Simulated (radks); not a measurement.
Values are calculated unless marked as measured or tabulated.
All-electron atom: Xe41+ in [Ne] 3s2 3p1. Code: a radial shooting solver on a logarithmic mesh with Libxc functionals. Model: Dirac Kohn-Sham, PBE, spin-unpolarised, spherical densities, finite nucleus; open shells fill j = l - 1/2 first; Fermi nuclear charge, rms radius 4.7859 fm.

Unscreened Slater integrals over Kohn-Sham orbitals (hartree). Large and small components are both included. Empty in this configuration: 3p3/2.

| integral | value |
|---|---|
| F0(3p1/2,3p1/2) | 3.4854 |
| F0(3p1/2,3s1/2) | 3.3804 |
| G1(3p1/2,3s1/2) | 2.1327 |
| F0(3p1/2,2p3/2) | 4.5787 |
| G2(3p1/2,2p3/2) | 0.50588 |
| F0(3p1/2,2p1/2) | 4.6322 |
| G0(3p1/2,2p1/2) | 0.49742 |
| F0(3p1/2,3p3/2) | 3.4288 |
| G2(3p1/2,3p3/2) | 1.6992 |
| F0(3s1/2,3s1/2) | 3.2963 |
| F0(3s1/2,2p3/2) | 4.3109 |
| G1(3s1/2,2p3/2) | 0.44656 |
| F0(3s1/2,2p1/2) | 4.3519 |
| G1(3s1/2,2p1/2) | 0.45309 |
| F0(3s1/2,3p3/2) | 3.3310 |
| G1(3s1/2,3p3/2) | 2.1470 |
| F0(2p3/2,2p3/2) | 9.0975 |
| F2(2p3/2,2p3/2) | 4.3410 |
| F0(2p3/2,2p1/2) | 9.3551 |
| G2(2p3/2,2p1/2) | 4.2987 |
| F0(2p3/2,3p3/2) | 4.4583 |
| F2(2p3/2,3p3/2) | 1.1644 |
| G0(2p3/2,3p3/2) | 0.46404 |
| G2(2p3/2,3p3/2) | 0.51235 |
| F0(2p1/2,2p1/2) | 9.6428 |
| F0(2p1/2,3p3/2) | 4.5078 |
| G2(2p1/2,3p3/2) | 0.50387 |
| F0(3p3/2,3p3/2) | 3.3761 |
| F2(3p3/2,3p3/2) | 1.6904 |
